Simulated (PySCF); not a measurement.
Fractional electron number in V+ (vanadium, charge +1)

The 3d alpha orbital of [Ar] 3d4 is emptied in steps (occupation f), with all orbitals relaxed, ending at [Ar] 3d3. Calculation: PySCF 2.14, in jorge-DZP-DKH; scalar relativity by spin-free X2C-1e. The exact energy is a straight line in f; departures are measured from the line between the end points of the same method.

| f | CAM-B3LYP (eV) |
| --- | --- |
| 1 | 0.000 |
| 0.9 | -0.264 |
| 0.7 | -0.624 |
| 0.5 | -0.746 |
| 0.3 | -0.631 |
| 0.1 | -0.273 |
| 0 | 0.000 |

```json
{"method": "CAM-B3LYP", "E(f=0) − E(f=1) (eV)": "14.685", "−ε at f=1 (eV)": "11.760", "−ε at f=0.5 (eV)": "14.659"}
```

Orbital energy along the path (eV):

```tsv
f	CAM-B3LYP
1	-11.760
0.9	-12.332
0.7	-13.509
0.5	-14.659
0.3	-15.862
0.1	-17.099
0	-17.736
```

Reference removal energy between the ground levels: 14.634 ± 0.007 eV (measured; NIST Atomic Spectra Database, ionization energies). The calculation has no spin-orbit coupling. The determinant left behind need not be the lowest term of the ion.
